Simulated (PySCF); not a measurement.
Dipole response of Ca⁵⁺ (calcium, charge +5)

[Ne] 3s2 3p3, high-spin 4S determinant. Calculation: PySCF 2.14, in an uncontracted even-tempered set (18 s from 0.19 bohr⁻², ratio 2.5; 12 p from 0.24 bohr⁻², ratio 2.5; 5 d from 1.9 bohr⁻², ratio 2.7; 5 f from 2.9 bohr⁻², ratio 2.7); the non-relativistic Hamiltonian (point nucleus). Coupled (time-dependent) response in atomic units; α is the mean over directions.

| method | mean α (bohr³) | C₆ (like pair) | S(−4) |
| --- | --- | --- | --- |
| UHF | 1.348 | 1.691 | 1.679 |
| PBE0 | 1.261 | 1.586 | 1.314 |

S(−4) is the Cauchy moment in α(ω) = α(0) + S(−4) ω² + …

α(iu) at PBE0:

```json
{"u (hartree)": "0", "α(iu) (bohr³)": "1.261"}
{"u (hartree)": "0.100", "α(iu) (bohr³)": "1.248"}
{"u (hartree)": "0.200", "α(iu) (bohr³)": "1.211"}
{"u (hartree)": "0.400", "α(iu) (bohr³)": "1.095"}
{"u (hartree)": "0.600", "α(iu) (bohr³)": "0.9631"}
{"u (hartree)": "0.800", "α(iu) (bohr³)": "0.8428"}
{"u (hartree)": "1.00", "α(iu) (bohr³)": "0.7402"}
{"u (hartree)": "1.50", "α(iu) (bohr³)": "0.5486"}
{"u (hartree)": "2.00", "α(iu) (bohr³)": "0.4204"}
{"u (hartree)": "3.00", "α(iu) (bohr³)": "0.2702"}
{"u (hartree)": "5.00", "α(iu) (bohr³)": "0.1461"}
```

A single London oscillator, α(iu) = α/(1 + u²/ω²), gives C₆ = (3/4) ω α². Matching the computed C₆ needs ω = 4 × 1.586 / (3 × 1.261²) = 1.33 hartree.

For an ion, C₆ is the dispersion term alone; charge-induced terms of lower order in 1/R come first.
